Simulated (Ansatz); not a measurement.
Molecule: sum formula H$_{5}$BSiO$_{3}$, net charge 0, singlet state. 
Geometry from a B3LYP-D3(BJ)/def2-TZVP (Ansatz, a quantum-chemistry and plane-wave program) optimisation:
SMILES: OB(O)O[SiH3]
```xyz
10

O     -0.9525     0.5204     1.2832
B     -0.8436    -0.3860     0.2505
O     -1.7688    -1.3534    -0.0438
O      0.2609    -0.3214    -0.5386
Si     1.5870     0.6615    -0.5390
H     -1.7397     0.4585     1.8291
H     -2.5412    -1.3823     0.5251
H      1.1905     2.0735    -0.7389
H      2.4408     0.2216    -1.6614
H      2.3325     0.5333     0.7334
```
Charge 0, spin multiplicity 1.

Quantity: vertical ionisation energy (to the doublet state of charge +1; each state is the SCF solution reached for its spin; for the doublet T1 is 0.058), in eV. Cores are frozen in the correlated levels unless marked. UHF or UKS for open shells. Spin-orbit coupling is left out. Non-relativistic. CBS(X,Y): correlation extrapolated as X^-3; Hartree-Fock from the larger set. The bracket is a focal-point correction in the basis named.

RI-MP2/CBS(aug-cc-pV(T+d)Z,aug-cc-pV(Q+d)Z)+[CCSD(T)-MP2]/aug-cc-pV(T+d)Z (Ansatz) gives 11.71 eV.

### Question
Another calculation gave 11.24 eV. Which level was it?
A) PBE/def2-TZVPD (Ansatz)
B) B2PLYP/def2-TZVPD (Ansatz)
C) wB97X-V/def2-TZVPD (Ansatz)
D) SVWN5/def2-TZVPD (Ansatz)

### Answer
B, B2PLYP/def2-TZVPD (Ansatz). The others give 10.47 (PBE), 11.38 (wB97X-V), 10.59 (SVWN5) eV.
